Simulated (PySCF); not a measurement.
In(F)(Br)(Me) (CH₃BrFIn), SMILES [Br][In]([F])[CH3]. Atoms are numbered in the order given.

```xyz
7

In    -0.0432     0.6702     0.0000
F     -1.9369     1.2111     0.0000
Br     0.1428    -1.8210     0.0000
C      1.5339     2.1400     0.0000
H      2.5052     1.6299     0.0000
H      1.4222     2.7614    -0.8990
H      1.4222     2.7614     0.8990
```

Geometry optimised at B3LYP-D3(BJ)/def2-SVP. The structure was generated by enumeration; whether it is a known compound was not checked. The def2 effective core potentials stand for the cores of In; spin–orbit coupling is left out.

Method: CAM-B3LYP/def2-TZVP (PySCF).

Symmetry labels are those of the subgroup Cs that the program uses (full group Cs).

Computed valence orbital energies around the gap with their symmetry:
| orbital | symmetry | energy (eV) |
|---|---|---|
| HOMO−7 | A" | -13.73 |
| HOMO−6 | A' | -13.72 |
| HOMO−5 | A' | -11.97 |
| HOMO−4 | A" | -11.88 |
| HOMO−3 | A' | -11.48 |
| HOMO−2 | A' | -10.16 |
| HOMO−1 | A" | -9.81 |
| HOMO | A' | -9.60 |
| LUMO | A' | -1.04 |
| LUMO+1 | A" | -0.69 |
| LUMO+2 | A' | 1.16 |
| LUMO+3 | A' | 1.26 |
